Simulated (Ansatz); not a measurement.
Calculated with Ansatz (gas phase, PBE0-D4/def2-TZVP geometries, no zero-point term in ΔE). CBS: MP2 limit from def2 TZ/QZ plus the TZ coupled-cluster correction, frozen cores. This one scheme is used for every species. For Ge outer-core shells are correlated without core-valence functions, which leaves a few kJ/mol of doubt a bond. Scalar relativity is left out up to krypton. One conformer a species, not always the lowest.

`[SiH3][GeH2][SiH2][SiH2][GeH3]` + H₂O → `[OH][GeH2][SiH3]` + `[SiH3][SiH2][GeH3]`  (formal hydrolysis of a Ge–Si bond)

| species | CCSD(T)/CBS(def2) energy (Eh) |
| --- | --- |
| `[SiH3][GeH2][SiH2][SiH2][GeH3]` | -5026.67672 |
| H₂O | -76.37941 |
| `[OH][GeH2][SiH3]` | -2443.98216 |
| `[SiH3][SiH2][GeH3]` | -2659.06477 |

Work out ΔE.

ΔE = (-2443.98216) + (-2659.06477) − (-5026.67672) − (-76.37941) = 0.00920 Eh = +5.8 kcal/mol.

Largest T1 diagnostic among the species: 0.013.

In def2-TZVPP, CCSD(T) changes the Hartree–Fock value by +8.6 kcal/mol (the triples alone add +1.0 kcal/mol) and MP2 by +9.2 kcal/mol. The D4 term adds +4.5 kcal/mol with B3LYP and +2.7 kcal/mol with PBE0; it sums over pairs of atoms, weighted by their polarisabilities, and B3LYP, whose exchange is more repulsive, gets the larger term. At CCSD(T), def2-SVP lies −3.2 kcal/mol from the extrapolated value and def2-TZVPP −1.6 kcal/mol.

B3LYP here is the variant with VWN-RPA as its local correlation; programs differ in this.
